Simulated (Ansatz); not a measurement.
Stepwise reaction of `[CH3][SnH]([CH3])[OH]` with hydrogen fluoride, as a gas-phase model of exchange steps in deposition or etching. ΔE in kJ/mol; ΔG adds harmonic PBE0-D4 terms to CCSD(T)/CBS, at 1 bar.

Gas-phase electronic energies from Ansatz, PBE0-D4/def2-TZVP geometries. CBS: MP2 limit from def2 TZ/QZ plus the TZ coupled-cluster correction, frozen cores. This one scheme is used for every species. Functionals use def2-TZVPP. B3LYP here is the variant with VWN-RPA as its local correlation; programs differ in this. Elements past krypton have def2 core potentials. For Sn outer-core shells are correlated without core-valence functions, which leaves a few kJ/mol of doubt a bond. Each species was taken in one conformer, which may not be the lowest.

| step | reaction | PBE-D4 | B3LYP-D4 | ωB97M-V | CCSD(T)/CBS | ΔG(400 K) |
| --- | --- | --- | --- | --- | --- | --- |
| 1 | `[CH3][SnH]([CH3])[OH]` + H–F → `[CH3][SnH]([OH])[F]` + CH₄ | -94.1 | -100.6 | -95.3 | -86.3 | -79.1 |

Give the row of step 2, `[CH3][SnH]([OH])[F]` + H–F → `[OH][SnH]([F])[F]` + CH₄. (Estimate.)

Ansatz gave: 
```csv
step,reaction,PBE-D4,B3LYP-D4,ωB97M-V,CCSD(T)/CBS,ΔG(400 K)
2,`[CH3][SnH]([OH])[F]` + H–F → `[OH][SnH]([F])[F]` + CH₄,-71.2,-76.3,-72.7,-64.8,-57.4
```

By hand: ΔE of the 2 steps together at CCSD(T)/CBS.

(-86.3) + (-64.8) = -151.1 kJ/mol, or -75.5 kJ/mol a step.

In ΔE each step is higher than the one before. All are downhill at CCSD(T)/CBS. ΔG lies between -79.1 and -57.4 kJ/mol a step. PBE-D4 differs from CCSD(T)/CBS by -7.8 to -6.4 kJ/mol a step. Isolated molecules leave out the surface, adducts and barriers. Largest T1 diagnostic: 0.015.
